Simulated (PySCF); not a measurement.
Consider 4-fluorotoluene, `Cc1ccc(F)cc1` (C7H7F). Coordinates in Å; atoms count from 1 in this order:
```
C     2.2286   -0.2377   -0.0882
C     0.7372   -0.0722   -0.0198
C    -0.1025   -1.1857    0.1168
C    -1.4883   -1.0523    0.1614
C    -2.0393    0.2194    0.0684
F    -3.3709    0.3589    0.1196
C    -1.2445    1.3483   -0.0691
C     0.1408    1.1905   -0.1113
H     2.5882   -0.9593    0.6609
H     2.5431   -0.6110   -1.0770
H     2.7478    0.7155    0.0843
H     0.3367   -2.1844    0.1939
H    -2.1432   -1.9187    0.2706
H    -1.7097    2.3333   -0.1375
H     0.7724    2.0771   -0.2149
```

Energies: ωB97X-D3(BJ)/ma-def2-TZVP (PySCF, density fitting, integration grid level 2) on PBE0-D3(BJ)/ma-def2-SVP structures. The prefix ma- adds one diffuse s and one diffuse p function on all atoms but H. Zero-point and thermal terms (298.15 K, 1 bar) come from unscaled GFN2-xTB harmonic frequencies, with soft modes damped to free rotors in the entropy. These were taken at the GFN2-xTB minima.

Problem. Rank these of its positions by gas-phase deprotonation enthalpy, most acidic first.
A. C4 (aromatic carbon)
B. C1 (benzylic-type carbon)

Solution. B (1618 kJ/mol), A (1641 kJ/mol).

Problem. For C1 (benzylic-type carbon), what are ΔE (electronic) and ΔG(298 K) of the loss of the proton?

Solution. ΔE = 1652 and ΔG = 1592 kJ/mol, beside ΔH = 1618 kJ/mol. The product is `[CH2-]c1ccc(F)cc1`.

Caveats: C3 is not listed: the run failed or kept an imaginary mode, or the ion rearranged or equalled another.
